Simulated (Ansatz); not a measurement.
A run for Ansatz (a first-principles code): R-SVWN5/def2-TZVPP on H2OTe (SMILES O[TeH]), a point of a torsion scan. Elements past Kr take the def2 small-core potentials; no spin–orbit coupling.

Ansatz 0.2 input:
```yaml
crystal:
  periodic: [false, false, false]
  atoms:
    - {symbol: O, position_ang: [-1.00311375, 0.14685768, 0.36050503]}
    - {symbol: Te, position_ang: [0.76307199, 0.87121568, -0.21718260]}
    - {symbol: H, position_ang: [-1.32540097, -0.49791691, -0.26873877]}
    - {symbol: H, position_ang: [1.49438315, -0.60669302, -0.18697397]}
basis:
  gaussian:
    orbitals: def2-TZVPP
hamiltonian:
  xc: {name: SVWN5}
scf: {lower_state_search: off}
```

**Question.** What total energy does the run end on?

**Answer.** -343.5346 hartree.
